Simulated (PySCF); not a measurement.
## TDDFT excited states: C3H11PSi2

Compound: C3H11PSi2.
Cartesian coordinates in Å at the GFN2-xTB level; atoms count from 1:
```xyz
17
C3H11PSi2 angstrom
C     -0.5412   -1.9372   -0.5208
C     -0.8250   -0.7170    0.3422
Si    -1.4794    0.8625   -0.5425
C     -0.0943    1.8465    0.3520
Si     0.7101    0.2315    1.0264
P      2.5809   -0.4800    0.0081
H     -1.4533   -2.3109   -0.9846
H      0.1648   -1.6899   -1.3134
H     -0.1056   -2.7405    0.0725
H     -1.4880   -1.0195    1.1547
H     -2.8462    1.2624   -0.2061
H     -1.3080    0.8247   -1.9960
H      0.5341    2.4596   -0.2882
H     -0.4678    2.4974    1.1373
H      0.9446    0.1875    2.4782
H      3.3498    0.5763    0.4608
H      2.3175    0.1587   -1.1905
```

The calculation used TDDFT CAM-B3LYP/def2-SVPD, vertical, gas phase, core orbitals frozen in the response (PySCF).

```tsv
state	E (eV)	E (hartree)	f	main configurations (H = HOMO, L = LUMO)
S1	6.21	0.2283	0.0066	H→L (72%), H-1→L (17%)
S2	6.48	0.2383	0.0060	H→L+3 (70%)
S3	6.63	0.2438	0.032	H→L+1 (72%), H→L+2 (12%)
S4	6.77	0.2489	0.127	H-1→L (72%), H→L (13%)
S5	6.95	0.2554	0.126	H→L+2 (66%), H→L+1 (9%)
S6	6.99	0.2568	0.055	H-1→L+1 (43%), H-1→L+2 (17%), H-1→L+5 (9%)
S7	7.07	0.2598	0.0090	H-2→L (90%)
S8	7.25	0.2665	0.0084	H→L+5 (31%), H-1→L+2 (29%)
```

Triplets (Tamm–Dancoff): T1 5.63 eV, H→L+3 (33%), H→L (33%), H→L+2 (11%); T2 5.80 eV, H→L+3 (24%), H→L+5 (18%), H→L (11%); T3 6.07 eV, H-1→L (50%), H→L (18%).

The lowest singlet lies at 6.21 eV (200 nm, ultraviolet) and is weak; its leading configuration is HOMO→LUMO (72%). The largest oscillator strength of a single state is 0.127. Löwdin shares by element: HOMO phosphorus 48%, carbon 17% or more, silicon 13% or more (atoms not listed hold the other 22%); LUMO silicon 34%, carbon 19% or more (atoms not listed hold the other 47%). Weighted by f, the mean energy of these states is 6.86 eV. The oscillator strengths of these states sum to 0.370; summed over the whole spectrum of an exact calculation they would give the number of electrons, 72 (Thomas–Reiche–Kuhn). Of the 8 states listed, 4 reach f = 0.01 and none stays under 0.0005. The window holds the lowest 8 singlets.

One conformer stands for the species.

Without π bonds the low states are Rydberg-like; a valence basis with one diffuse set may place them up to an eV too high.
